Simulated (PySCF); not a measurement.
Structure problem from calculated spectra and properties.

Formula: C2H7NSSi.

| Property | Result |
| --- | --- |
| UV, first state | lowest singlet excitation: 4.27 eV (290 nm, f = 0.000) [TDDFT CAM-B3LYP/def2-SVPD] |
| 13C NMR | chemical shifts (computed TMS as zero) by class: 176.7 (1 C), 17.9 (1 C) ppm [GIAO PBE0/pcSseg-1] |
| Triplet | lowest triplet excitation (Tamm–Dancoff): 3.81 eV [TDA CAM-B3LYP/def2-SVPD] |
| 1H NMR | chemical shifts (computed TMS as zero) by class: 9.09 (1 H), 5.08 (3 H), 2.27 (3 H) ppm [GIAO PBE0/pcSseg-1] |
| Rotational structure | rotational constants A, B, C: 8.867, 1.400, 1.235 GHz [GFN2-xTB] |
| NMR, other nuclei | isotropic shieldings of nuclei other than C and H, by class: -54 (1 N), 416 (1 Si), 356 (1 S) ppm [GIAO PBE0/pcSseg-1] |

Gas-phase values; electronic properties from PySCF, density fitting. Levels stand in brackets. Isolated species at its GFN2-xTB geometry (one conformer only). GFN2-xTB frequencies show an imaginary mode (112i cm⁻¹), so this geometry is no minimum at that level. NMR values are class means; diastereotopic atoms form classes of their own.

Task: Give a SMILES that accounts for the data.

Result: Numbering: `[CH3:1][S:2]/[CH:3]=[N:4]/[SiH3:5]`. Its formula, C2H7NSSi, gives 1 degree of unsaturation: 0 rings and 1 π bond in the structure found. 2 carbons fall into 2 classes; from least to most shielded: C=N carbon [C3] (176.7 ppm), S-methyl carbon [C1] (17.9 ppm). Hydrogen classes from least to most shielded: 1 H on a C=N carbon, C3 (9.09 ppm), 3 H on an SiH3 silicon, Si5 (5.08 ppm), 3 H on an S-methyl carbon, C1 (2.27 ppm, a mean of values up to 0.5 ppm apart in this geometry). The other shieldings belong to: -54 ppm, C=N nitrogen [N4]; 416 ppm, SiH3 silicon [Si5]; 356 ppm, sulfur bonded to 2 C [S2]. The optimised geometry has point group Cs and is an asymmetric top. Structure: `CS/C=N/[SiH3]`. The assignments are read from this structure; whether some other isomer fits the data as well wasn't checked.

Shape of the structure used: `[CH3:1][S:2]/[CH:3]=[N:4]/[SiH3:5]`: C1–S2–C3–N4 0°.
